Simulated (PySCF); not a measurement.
DMF (C3H7NO), SMILES CN(C)C=O.

The structure is a stationary point at PBE0-D3(BJ)/def2-SVP. The values are those of a single conformer.

Method: ωB97X/def2-TZVP (PySCF).

Symmetry labels are those of the subgroup Cs that the program uses (full group Cs).

**Question.** List the valence orbital energies around the gap with their symmetry. (An estimate is asked for; the answer gives what the named calculation found.)

**Answer.** 
```json
[
 {"orbital": "HOMO−7", "symmetry": "A'", "energy (eV)": "-15.90"},
 {"orbital": "HOMO−6", "symmetry": "A'", "energy (eV)": "-14.28"},
 {"orbital": "HOMO−5", "symmetry": "A\"", "energy (eV)": "-14.13"},
 {"orbital": "HOMO−4", "symmetry": "A'", "energy (eV)": "-14.01"},
 {"orbital": "HOMO−3", "symmetry": "A'", "energy (eV)": "-13.45"},
 {"orbital": "HOMO−2", "symmetry": "A\"", "energy (eV)": "-13.43"},
 {"orbital": "HOMO−1", "symmetry": "A'", "energy (eV)": "-9.97"},
 {"orbital": "HOMO", "symmetry": "A\"", "energy (eV)": "-9.46"},
 {"orbital": "LUMO", "symmetry": "A\"", "energy (eV)": "2.90"},
 {"orbital": "LUMO+1", "symmetry": "A'", "energy (eV)": "3.01"},
 {"orbital": "LUMO+2", "symmetry": "A'", "energy (eV)": "4.04"},
 {"orbital": "LUMO+3", "symmetry": "A'", "energy (eV)": "4.37"}
]
```
